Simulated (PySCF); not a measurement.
## TDDFT excited states: C5H2F3NS

Species: C5H2F3NS.
InChI=1S/C5H2F3NS/c6-4(5(7)8)3-1-9-10-2-3/h1-2H

Level of theory: PySCF 2.14.0, density-fitted response routines, TDDFT CAM-B3LYP/def2-SVPD, vertical, gas phase, core orbitals frozen in the response. The structure is a single PBE0-D3(BJ)/def2-SVP conformer in the gas phase; no vibrational or solvent corrections. Torsions of this conformer, `[F:1][C:2]([F:3])=[C:4]([F:5])[c:6]1[cH:7][n:8][s:9][cH:10]1`: C2–C4–C6–C7 1°.

```
state  E (eV)  E (hartree)       f  |μ| (D)  symmetry  main configurations (H = HOMO, L = LUMO)
   S1    5.12       0.1881   0.255     3.62        A′                                 H→L (88%)
   S2    5.78       0.2126  0.0022     0.32        A″                H-2→L (80%), H-2→L+1 (18%)
   S3    5.92       0.2175   0.156     2.64        A′                  H→L+1 (61%), H-1→L (29%)
   S4    5.98       0.2196  0.0001     0.06         –                               H→L+2 (73%)
   S5    6.27       0.2303   0.258     3.29        A′                  H-1→L (62%), H→L+1 (32%)
   S6    6.29       0.2312  0.0029     0.35        A″                               H→L+3 (74%)
```

The lowest singlet comes at 242 nm (494 kJ/mol) in the ultraviolet; it is strong; its leading configuration is HOMO→LUMO (88%). The largest oscillator strength of a single state is 0.258. Löwdin shares by element: HOMO carbon 46% or more, sulfur 15% (atoms not listed hold the other 38%); LUMO carbon 39% or more, sulfur 21%, nitrogen 13% (atoms not listed hold the other 27%). The listed states span 1.17 eV, and the widest gap between neighbours is 0.67 eV (S1 to S2). Of the 6 states listed, 3 reach f = 0.01 and 1 stays under 0.0005. Weighted by f, the mean energy of these states is 5.75 eV. Symmetry labels in Cs follow from the direction of the transition dipole and are given only for states with f of 0.002 or more. Only the lowest 6 singlets were computed, as vertical energies without vibronic structure.
